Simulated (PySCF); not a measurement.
## The first ionisation energy along group 8

All values are computed (PySCF 2.14, energy differences of UHF-based or UKS calculations, no spin-orbit coupling). Values in eV. The last column holds reference values (NIST; (s) semi-empirical, (t) theoretical, else measured). Unmarked ones compare directly (S terms, centres of terms, or small fine structure); those marked * lie between the lowest fine-structure levels and include a spin-orbit shift.

```
                                                          element                         configurations  CCSD (valence)  MP2 (valence and next inner shell)  SCS-MP2 (valence and next inner shell)    LDA    PBE   PBE0  reference
                               Fe (def2-TZVPPD, non-relativistic)            [Ar] 3d6 4s2 → [Ar] 3d6 4s1           7.561                               7.450                                   7.535  8.057  7.760  7.567      7.904
Ru (def2-TZVPPD with the def2 core potential (28 electrons), ECP)                [Kr] 4d7 5s1 → [Kr] 4d7           7.029                               7.310                                   7.037  8.080  7.792  7.503      7.365
Os (def2-TZVPPD with the def2 core potential (60 electrons), ECP)  [Xe] 4f14 5d6 6s2 → [Xe] 4f14 5d6 6s1           7.874                               8.102                                   8.183  8.751  8.294  8.036      8.473
```

```
                                method  elements  mean error (eV)  mean absolute error (eV)  largest error (eV)
                        CCSD (valence)         3           -0.426                     0.426              -0.599
    MP2 (valence and next inner shell)         3           -0.293                     0.293              -0.454
SCS-MP2 (valence and next inner shell)         3           -0.329                     0.329              -0.369
                                   LDA         3            0.382                     0.382               0.715
                                   PBE         3            0.035                     0.250               0.428
                                  PBE0         3           -0.212                     0.304              -0.438
```

Errors include the incompleteness of the basis and the frozen core.

"Valence" correlates the outer s and p shells and, in groups 3 to 12 and the f block, the outer d or f shell, open or full, or the next shell where the ion has no valence electron left; the wider scheme adds the next inner shell.
